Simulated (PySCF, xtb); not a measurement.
Cl3Re, SMILES [Cl][Re]([Cl])[Cl] (connectivity only; charge and spin as stated), neutral, multiplicity 5.

Harmonic wavenumbers (cm⁻¹) from GFN2-xTB run with xtb at its own minimum, in rising order: 32, 90, 135, 333, 363, 391.

Task: What does PBE0-D3(BJ)/def2-SVP in PySCF give at its own minimum? (Estimate from the structure and the level; the computed values follow.)

Result: 46, 82, 132, 377, 391, 402. Paired by order, the mean absolute difference is 18 cm⁻¹ and the zero-point energies are 1.9 and 2.0 kcal/mol.
